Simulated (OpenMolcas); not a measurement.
Dy2+ among 7 point charges of -1 e arranged as a pentagonal bipyramid (D5h). The axial distance is 1.19 times the equatorial one, R.

```json
{
  "Program": "OpenMolcas",
  "Method": "CASSCF",
  "Basis": "ANO-RCC-VDZP [7s6p4d2f1g]",
  "Scalar Hamiltonian": "DKH2, point nucleus",
  "Active space": "10 electrons in 7 orbitals (4f)",
  "State averaging": "2S+1 = 5 even, 35 roots (33 in the spin-orbit step); 2S+1 = 3 even, 106 roots kept (CI in the orbitals of an earlier block); 2S+1 = 1 even, 37 roots kept (CI in the orbitals of an earlier block, 31 in the spin-orbit step)",
  "Spin-orbit coupling": "state interaction with AMFI integrals over the reference wave functions"
}
```

All point charges move together. At R = 2.65 Å the width of the lowest J multiplet is 343 cm-1, and at R = 2.88 Å it is 266 cm-1.

Q: A third run gives 213 cm-1. What distance was it run at?

A: With a power law R^-n the two known points give n = -ln(266 / 343) / ln(2.88 / 2.65) = 3.05. Then R = 2.65 × (343 / 213)^(1/3.05) = 3.098 Å. The run was at 3.1 Å, so the estimate is off by -0.002 Å.

High states are left out of the spin-orbit mixing, which shifts the levels that they would mix with. This is an electrostatic model: the charges have no orbitals. An unlabelled pair can be two single states that coincide in this model. A group larger than the point group allows holds several states that coincide in this model. No measured value stands beside these numbers.
